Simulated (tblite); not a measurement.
Species: C₆H₂Br₂N₃ (charge -1).
SMILES with atom numbers: `[Br:1][c:2]1[cH:3][cH:4][c:5]2[n-:6][n:7][n:8][c:9]2[c:10]1[Br:11]` (hydrogens: H12 on C3; H13 on C4)
Bond orders are those of one Lewis drawing.

Computed with GFN2-xTB (tblite), gas phase: L-BFGS steps from a force-field or distance-geometry start until the largest atomic force falls under 0.01 eV/Å.

Step 6: E = -844.2559 eV
```
atom  x, y, z in Å  |  force x, y, z in eV/Å
Br1     3.4003    0.5639   -0.0683    0.014   0.064   0.004
C2      1.5229    0.1926   -0.0346    0.025   0.057  -0.022
C3      1.1450   -1.1534   -0.1290    0.104   0.018   0.053
C4     -0.1743   -1.5213   -0.1067   -0.010  -0.070  -0.066
C5     -1.1263   -0.5151   -0.0073   -0.053  -0.049   0.047
N6     -2.4698   -0.5312    0.0343   -0.121   0.064   0.009
N7     -2.8627    0.7136    0.1430   -0.039   0.055  -0.001
N8     -1.8787    1.5794    0.1794   -0.057  -0.010   0.010
C9     -0.7407    0.8692    0.0905    0.022  -0.046  -0.039
C10     0.6053    1.2089    0.0707   -0.036   0.072   0.022
Br11    1.1191    3.0430    0.1943    0.095   0.000  -0.001
H12     1.9256   -1.8932   -0.2065    0.061  -0.084  -0.015
H13    -0.4702   -2.5558   -0.1776   -0.004  -0.070   0.001
```

Step 7: E = -844.2579 eV
```
atom  x, y, z in Å  |  force x, y, z in eV/Å
Br1     3.3957    0.5685   -0.0680    0.063   0.060   0.003
C2      1.5219    0.1939   -0.0344    0.002  -0.001  -0.022
C3      1.1452   -1.1533   -0.1277    0.085   0.002   0.037
C4     -0.1748   -1.5239   -0.1077   -0.015  -0.054  -0.050
C5     -1.1290   -0.5175   -0.0063   -0.010  -0.011   0.024
N6     -2.4736   -0.5290    0.0345   -0.055   0.052   0.013
N7     -2.8629    0.7167    0.1434   -0.044   0.054   0.000
N8     -1.8773    1.5805    0.1797   -0.049  -0.025  -0.002
C9     -0.7402    0.8687    0.0891   -0.033  -0.089  -0.017
C10     0.6049    1.2108    0.0709   -0.048   0.003   0.013
Br11    1.1243    3.0395    0.1940    0.088   0.052   0.002
H12     1.9286   -1.8927   -0.2068    0.012  -0.044  -0.007
H13    -0.4673   -2.5616   -0.1783    0.005   0.002   0.005
```

Task: Estimate the geometry and energy of step 8. (The exact step hangs on the optimiser's Hessian estimate; all steps are aligned on step 7, rigid shifts and turns removed.)

Result: E = -844.2590 eV, largest force 0.089 eV/Å
```
atom  x, y, z in Å  |  force x, y, z in eV/Å
Br1     3.3947    0.5721   -0.0678    0.068   0.054   0.003
C2      1.5216    0.1951   -0.0347   -0.006  -0.029  -0.013
C3      1.1466   -1.1533   -0.1262    0.020  -0.023   0.015
C4     -0.1748   -1.5259   -0.1093    0.000  -0.005  -0.022
C5     -1.1310   -0.5193   -0.0053    0.002  -0.006  -0.001
N6     -2.4769   -0.5271    0.0349   -0.013   0.019   0.014
N7     -2.8640    0.7193    0.1436   -0.038   0.022   0.001
N8     -1.8773    1.5806    0.1798   -0.026  -0.004  -0.010
C9     -0.7410    0.8672    0.0880   -0.013  -0.065   0.005
C10     0.6043    1.2120    0.0713   -0.060  -0.045   0.003
Br11    1.1288    3.0386    0.1939    0.069   0.056   0.003
H12     1.9306   -1.8938   -0.2072   -0.016  -0.008   0.000
H13    -0.4660   -2.5649   -0.1786    0.014   0.033   0.003
```

The energy changes by -0.0012 eV. The first-order estimate −F·Δx gives -0.0017 eV and the mean of the old and new forces, exact on a quadratic surface, -0.0012 eV. The step makes an angle of 47° with the force vector and moves no atom by more than 0.005 Å.

The cost below is that of the whole relaxation. On one thread, Arm Neoverse V1 (aarch64) (shared host), this took 0.18 s.
